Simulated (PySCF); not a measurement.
Species: C7H14N2Si.
SMILES with atom numbers: `[CH:1]#[C:2][Si@@H:3]1[NH:4][CH2:5][C@@H:6]([CH:7]([CH3:8])[CH3:9])[NH:10]1` (hydrogens: H11 on C1; H12 on Si3; H13 on N4; H14, H15 on C5; H16 on C6; H17 on C7; H18, H19, H20 on C8; H21, H22, H23 on C9; H24 on N10)

Geometry (GFN2-xTB, Å), atoms numbered from 1 in this order:
```
atom  x, y, z in Å
C1     3.4192   -2.4930   -2.2306
C2     2.9946   -1.7059   -1.4281
Si3    2.3413   -0.4281   -0.2517
N4     1.5499   -1.2541    1.0323
C5     0.2751   -0.6493    1.3414
C6    -0.2653   -0.0624    0.0307
C7    -1.2782    1.0702    0.2686
C8    -2.4634    0.5761    1.0965
C9    -1.7853    1.6410   -1.0556
N10    0.9039    0.4102   -0.6850
H11    3.7886   -3.1948   -2.9229
H12    3.3771    0.5637    0.0560
H13    2.0228   -1.6443    1.8296
H14   -0.4078   -1.4040    1.7427
H15    0.3786    0.1557    2.0838
H16   -0.7670   -0.8653   -0.5344
H17   -0.7638    1.8669    0.8169
H18   -2.1501    0.2586    2.0870
H19   -3.1980    1.3705    1.2104
H20   -2.9441   -0.2649    0.6008
H21   -2.5401    2.4027   -0.8714
H22   -2.2321    0.8540   -1.6606
H23   -0.9776    2.0991   -1.6204
H24    0.7100    0.7170   -1.6222
```

Computed at PBE0/pcSseg-1 (PySCF, non-relativistic), with Q(14N) = 0.02044 b: N4, 14N (I = 1): χzz = -5.019 MHz, η = 0.385; N10, 14N (I = 1): χzz = -4.852 MHz, η = 0.388.

Where would the pure quadrupole (NQR) lines of 14N at N4 fall for the rigid, isolated species?

From ν± = (3/4)|χ|(1 ± η/3) and ν0 = |χ|η/2: ν+ 4.247 MHz, ν− 3.281 MHz, ν0 0.966 MHz (silicon-bound nitrogen).

Where would the pure quadrupole (NQR) lines of 14N at N10 fall for the rigid, isolated species?

From ν± = (3/4)|χ|(1 ± η/3) and ν0 = |χ|η/2: ν+ 4.109 MHz, ν− 3.168 MHz, ν0 0.941 MHz (silicon-bound nitrogen).

In a crystal, neighbours and librations shift these lines. GFN2-xTB bond lengths can be off by several hundredths of an ångström, more for odd bonds, and the gradients follow them. With a basis this small, the couplings can be 20 % off.

One conformer stands for the species.
